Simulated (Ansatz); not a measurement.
The cluster Ba3⁻, relaxed as a doublet with UKS PBE0/def2-TZVPD in Ansatz, starting from the GFN2-xTB geometry. Force threshold 0.02 eV/Å.

In the def2 sets Ba takes a core potential; there is no spin–orbit coupling. The charge -1 doublet is spin-contaminated (final ⟨S²⟩ up to 1.12, 0.75 for a pure state). The relaxation made no stability test and no search for a lower SCF solution. The structure comes from a short search, and lower isomers may exist.

Start:

Cartesian coordinates in Å:
```
Ba -1.767 -0.900 -2.236
Ba -1.054 1.870 2.087
Ba 2.822 -0.971 0.149
```

(1) Estimate the energy that the relaxation releases and the steps that it takes.

(2) Does the start keep its bonding and symmetry?

(3) Predict the relaxed structure.

Results:

(1) 7.6 kcal/mol, in 4 steps; 9 s on 4 threads of Arm Neoverse V2 on a shared host. No frequencies were taken in this run, so the end may be a saddle point.

(2) By distances, no bond broke or formed, bridged metal pairs apart. The bond that changes most is Ba1–Ba2, from 5.18 to 4.45 Å (atoms count from 1). Metal–metal contacts that move far: Ba1–Ba2 5.18 to 4.45 Å, Ba2–Ba3 5.18 to 4.45 Å, Ba1–Ba3 5.17 to 4.45 Å. Point group D3h at the start, D3h at the end, both within 0.05 Å.

(3) 
Cartesian coordinates in Å:
```
Ba -1.521 -0.772 -1.921
Ba -0.905 1.605 1.791
Ba 2.426 -0.833 0.130
```
Bond lengths (bridged metal pairs left out): 3 × Ba–Ba 4.45 Å.
